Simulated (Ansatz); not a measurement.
`O=C=N[Si](F)(F)F`, 7 atoms. The species carries charge 0 and has multiplicity 1. All runs use 4 threads of a server CPU on a shared host. Correlated methods freeze the cores.

How many basis functions does each run have, and how long does it take in Ansatz? RKS PBE0-D4/def2-TZVP relaxation (6 steps); RKS ωB97M-V/def2-SVP energy; RKS PBE0-D4/def2-TZVP frequencies; RKS ωB97X-V/def2-TZVPP energy; RKS PBE0-D4/def2-QZVPP energy; RHF-CCSD(T)/def2-TZVPP energy; RHF-MP2/def2-QZVPP energy; RHF-CCSD(T)/def2-SVP energy; RKS PBE-D4/def2-TZVPP energy and forces; RKS BHLYP-D4/def2-TZVPP energy; RKS r2SCAN-D4/def2-TZVPP energy and forces; RKS PBE0-D4/def2-SVP energy. (An estimate is asked.)

The calculation gave: Other jobs shared the machine, so times are rough.

| level | job | functions | wall time | peak host memory (GiB) |
| --- | --- | --- | --- | --- |
| RKS PBE0-D4/def2-SVP | energy | 102 | 1 s | 0.23 |
| RKS PBE-D4/def2-TZVPP | energy and forces | 228 | 2.2 s | 0.31 |
| RKS BHLYP-D4/def2-TZVPP | energy | 228 | 2.8 s | 0.6 |
| RKS r2SCAN-D4/def2-TZVPP | energy and forces | 228 | 3.1 s | 0.34 |
| RKS ωB97M-V/def2-SVP | energy | 102 | 3.2 s | 0.33 |
| RKS ωB97X-V/def2-TZVPP | energy | 228 | 6 s | 0.68 |
| RHF-CCSD(T)/def2-SVP | energy | 102 | 6 s | 0.51 |
| RKS PBE0-D4/def2-QZVPP | energy | 412 | 6.5 s | 1.4 |
| RHF-MP2/def2-QZVPP | energy | 412 | 14 s | 1.9 |
| RKS PBE0-D4/def2-TZVP | relaxation (6 steps) | 223 | 22 s | 0.63 |
| RKS PBE0-D4/def2-TZVP | frequencies | 223 | 110 s | 0.65 |
| RHF-CCSD(T)/def2-TZVPP | energy | 228 | 110 s | 4.4 |
